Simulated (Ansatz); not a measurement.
Reaction (cleavage of the Si–B bond): `CCBB[SiH3]` + `[OH][Sn][Cl]` → `[SiH3][O][Sn][Cl]` + `BBCC`

Computed with Ansatz on PBE0-D4/def2-TZVP structures; ΔE is electronic, products minus reactants. CBS: MP2 limit from def2 TZ/QZ plus the TZ coupled-cluster correction, frozen cores. DFT in def2-TZVPP. Elements past krypton have def2 core potentials. For Sn outer-core shells are correlated without core-valence functions, which leaves a few kJ/mol of doubt a bond. One conformer a species, not always the lowest.

`CCBB[SiH3]`:

```xyz
15

C    -0.757   -2.312   -1.152
C     0.085   -1.110   -0.739
B    -0.664    0.064   -0.025
B    -0.239    1.627    0.101
Si    1.052    2.243    1.520
H    -1.474   -2.041   -1.931
H    -1.329   -2.698   -0.305
H    -0.141   -3.124   -1.544
H     0.715   -0.768   -1.567
H     0.805   -1.419    0.041
H    -1.646   -0.227    0.625
H    -0.677    2.492   -0.605
H     0.562    3.451    2.241
H     1.397    1.209    2.534
H     2.311    2.612    0.806
```

`[OH][Sn][Cl]`:

Cartesian coordinates in Å:
```
O -0.794 -0.515 0.328
Sn 0.454 0.306 -0.963
Cl 1.873 1.195 0.702
H -1.533 -0.986 -0.067
```

`[SiH3][O][Sn][Cl]`:

```xyz
7

Si   -0.962   -0.058   -0.099
O     0.282    0.870   -0.638
Sn    2.231    1.021   -0.462
Cl    2.528   -0.817    1.019
H    -1.065   -0.006    1.384
H    -2.224    0.466   -0.685
H    -0.791   -1.475   -0.518
```

`BBCC`:

Z-matrix (Å, degrees):
```
C
B 1 1.563
C 1 1.523 2 118.3
H 1 1.101 2 106.5 3 -125.5
H 1 1.101 2 106.4 3 125.4
B 2 1.639 1 129.0 3 -0.1
H 2 1.210 1 115.9 3 179.9
H 3 1.093 1 111.1 2 59.7
H 3 1.093 1 111.1 2 -59.7
H 3 1.093 1 112.2 2 180.0
H 6 1.201 2 122.2 1 -91.6
H 6 1.201 2 122.2 1 91.6
```

```json
{"level": "B2PLYP", "ΔE (kJ/mol)": "-119.6"}
{"level": "PBE", "ΔE (kJ/mol)": "-86.9"}
{"level": "CCSD(T)/def2-TZVPP", "ΔE (kJ/mol)": "-116.9"}
{"level": "MP2/def2-QZVPP", "ΔE (kJ/mol)": "-126.1"}
```

(1) What does CCSD(T)/CBS give? (Estimate.)

Largest T1 diagnostic among the species: 0.017.

## Answers

(1) The calculation gave: -116.9 kJ/mol. The listed levels differ from it by -2.7, 30.0, 0.0, -9.2 kJ/mol.

From PBE to PBE0 (25 % exact exchange), in def2-TZVPP and without D4, ΔE moves by −11.3 kJ/mol. In def2-TZVPP, CCSD(T) changes the Hartree–Fock value by +28.6 kJ/mol (the triples alone add +4.0 kJ/mol) and MP2 by +19.8 kJ/mol. The D4 term adds −4.4 kJ/mol with B3LYP and −2.2 kJ/mol with PBE0; it sums over pairs of atoms, weighted by their polarisabilities, and B3LYP, whose exchange is more repulsive, gets the larger term.

B3LYP here is the variant with VWN-RPA as its local correlation; programs differ in this.
